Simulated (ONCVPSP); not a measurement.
Transferability test, ONCV potential for copper

| Item | Value |
| --- | --- |
| Element | copper (Cu) |
| Generator | ONCVPSP 4.0.1 |
| Type | optimised norm-conserving Vanderbilt (ONCV) |
| Functional | LDA (Perdew-Wang 92) |
| Relativity | fully relativistic |
| Frozen core | [Ne] |
| Valence charge | 19 |
| Reference configuration | 3s2 3p6 3d10 4s1 |
| Partial waves | 3s+4s: rc 1.20 bohr, ncon 5, nbas 8, qcut 9.3 1/bohr, 2 projectors; 3p: rc 0.75 bohr, ncon 5, nbas 8, qcut 9.7 1/bohr, 1 projector; 3d: rc 1.05 bohr, ncon 4, nbas 8, qcut 16.8 1/bohr, 2 projectors, debl 2.4 Ha |
| Local potential | polynomial inside 0.50 bohr (lpopt 5, dvloc0 3 Ha) |
| Core correction | none |

Open shells are filled in proportion to 2j + 1.

Energies are relative to the spin-unpolarised reference configuration 3s2 3p6 3d10 4s1; without spin polarisation the order of configurations can differ from experiment. Not all tests gave a result: 1 of 4 tests not solved or not reliable.

```
valence configuration  charge  ΔE all-electron (eV)  error AE − PS (meV)
     3s2 3p6 3d10 4s0      +1                 8.430                 +2.8
      3s2 3p6 3d9 4s0      +2                30.120                 +1.8
     3s1 3p6 3d10 4s1      +1               121.728                  -20
```
